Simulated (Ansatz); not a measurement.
F3Hf, doublet, at a GFN2-xTB geometry (such geometries of metal compounds can be far from the true shape) (the multiplicity is a formal guess) (core potentials on Hf). Base run: R2SCAN/def2-SVP (Ansatz, a first-principles code).

Geometry (Å):
```xyz
4

Hf     0.0133     0.0825     0.0302
F      1.7274    -0.4581    -0.2052
F     -0.8864    -0.6355     1.4305
F     -0.9472     0.4333    -1.4666
```
Charge 0, spin multiplicity 2.
Orbitals are unrestricted.
All else is at Ansatz's defaults.
Base energy -347.40799 Eh.

The base run was repeated with changes; each row names its change, and settings that it needs were set with it.

```
change                                                           ΔE vs base (µEh)
---------------------------------------------------------------  ----------------
base                                                                          0.0
final_grid = 4, 8, 17                                                        -518
lower_state_search = off                                                      0.0
lower_state_search = full                                                     0.0
final_grid = 14, 28, 59                                                      -0.8
point_charge = charge:-1.0 position_ang:4.4666, 1.4048, -0.6342             -2130
accuracy = high                                                               2.3
lower_state_search = light                                                    0.0
final_grid = 6, 12, 29                                                       -759
point_charge = charge:1.0 position_ang:1.7225, 0.5324, 4.3507               -75.6
nuclear_model = gaussian                                                     63.8
```
